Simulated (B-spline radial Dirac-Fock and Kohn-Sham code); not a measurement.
**Kohn-Sham estimates against Dirac-Fock for the levels of Cr**

System: neutral chromium, configuration 1s2 2s2 2p6 3s2 3p6 3d5 4s1.

The density-functional columns are spherical, spin-unpolarised Dirac-Kohn-Sham results without Breit or QED terms: −ε is minus the orbital energy of the initial state and ΔSCF the difference of two total energies, and "half-occupied" is minus the orbital energy with half an electron removed (Slater transition state). The reference in the last column comes from multi-electron Dirac-Fock with separately optimised hole states, Breit and Lamb-shift corrections added in first order. All numbers are from a radial B-spline solver, in eV; a selection of levels is shown. The Kohn-Sham columns are given as differences from the reference.

```
level  PBE −ε − DF  PBE ΔSCF − DF  LDA −ε − DF  LDA half-occupied − DF  PBE0 −ε − DF  Dirac-Fock
    K       -115.4          +24.5       -129.7                    +9.9         -72.5      5995.2
   L1        -37.2          -17.2        -38.9                   -18.9         -21.1       704.2
   L2        -23.5           +1.0        -23.9                    +0.4         -10.5       589.8
   L3        -23.8           +0.4        -24.1                    -0.2         -10.7       581.4
   M2         -6.4           -0.3         -6.5                    -0.5          -2.1       52.51
   M3         -6.4           -0.4         -6.5                    -0.6          -2.1       51.54
 M4,5         -2.3           +2.7         -2.1                    +2.8          -2.1        5.24
   N1         -1.6           +1.3         -1.4                    +1.5          -1.7        5.63
```

Values without a named source are computed, but for edge energies of neutral atoms, which are taken from tables.
